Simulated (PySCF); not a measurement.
silicon monoxide (OSi), singlet, geometry from GFN2-xTB. Base run: BHANDHLYP/aug-cc-pVDZ, TDA run with PySCF.

The PySCF input:
```python
from pyscf import gto, scf, dft, tdscf

mol = gto.M(
    atom='''
Si   -0.000000   -0.000000   -0.548582
O     0.000000    0.000000    0.960019
''',
    basis='aug-cc-pvdz',
    charge=0,
    spin=0,
    verbose=4,
)

mf = dft.RKS(mol)
mf.xc = 'bhandhlyp'
mf.kernel()
td = mf.TDA()
td.nstates = 5
td.kernel()
td.analyze()
```

Each row names what was changed in the base input (with any setting that the change needs).

```csv
change,first excitation (eV),oscillator strength of the first,second (eV),core-seconds (rough)
base,5.63,0.000,5.86,10
basis = 6-31G*,5.55,0.000,5.82,6
nstates = 2,5.86,0.105,5.86,8
functional = lc_wpbe,5.82,0.000,5.84,20
basis = def2-SVP,5.61,0.000,5.88,9
nstates = 15,5.63,0.000,5.86,10
functional = camb3lyp,5.58,0.000,5.74,10
functional = m062x,5.38,0.000,5.72,20
conv_tol = 1e-3,5.63,0.000,5.86,9
functional = blyp,5.30,0.000,5.36,8
guess vectors = 13 for 5 states,5.63,0.000,5.86,10
```

An iterative solver can miss low states, so a row lists the states that it found.
